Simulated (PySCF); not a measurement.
## Calculated data, ClGeH₃NSi

Computed with PySCF 2.14.0. Calculation on a computer-drawn molecule: optimised geometry and harmonic frequencies of an isolated molecule of the commonest isotopes, restricted reference for singlets and unrestricted otherwise, frozen core in MP2; on germanium a core potential holds 10 electrons, which the energies leave out, and 3d is frozen in MP2 and coupled-cluster steps.

```yaml
- formula: ClGeH3NSi
  start_structure:
    atoms_angstrom:
      - [Si, 0.9132, 2.0163, -0.5344]
      - ["N", 0.3173, 1.3659, 0.9191]
      - [Ge, -0.1426, 0.9381, 2.465]
      - [Cl, -0.5717, 2.2932, 3.9047]
      - [H, -0.0409, 2.4337, -1.59]
      - [H, 2.3212, 2.1353, -0.7373]
      - [H, -0.4603, -0.5351, 2.6043]
  given:
    charge: 1
    multiplicity: 1
    method: HF
    basis: "cc-pV(D+d)Z"
    basis_and_core_potential_on_germanium: "cc-pVDZ-PP ECP10MDF"
    drawn_bonds_atom: [1, 2, 3, 1, 1, 3]
    drawn_bonds_other_atom: [2, 3, 4, 5, 6, 7]
    drawn_bonds_order: [2, 1, 1, 1, 1, 1]
  results: {}
```

## Withheld values
1. ClGeH₃NSi: rotational constants?
2. Estimate the total energy of ClGeH₃NSi.

Answers
1. 7.927, 1.289, 1.124 GHz
2. -1097.7841 hartree

Further results for ClGeH₃NSi:

* convergence status largest gradient component: 9.362e-06 hartree/bohr

Optimised structure:
```xyz
7
ClGeH3NSi
Si     0.8965     2.0162    -0.4996
N      0.3659     1.4324     0.8775
Ge    -0.1970     0.8974     2.3697
Cl    -0.5531     2.2666     3.8927
H     -0.0259     2.4230    -1.5565
H      2.3264     2.1493    -0.7663
H     -0.4765    -0.5375     2.7139
```

Modes:
```tsv
frequency (cm⁻¹)	reduced mass (dalton)
82.89	9.981
107.9	3.253
178.8	1.16
270.8	11.6
484.3	23.91
539	1.12
567.9	14.11
743.5	1.223
784.6	1.14
790.2	1.068
1059	1.068
1444	13.81
2380	1.021
2422	1.028
2452	1.059
```
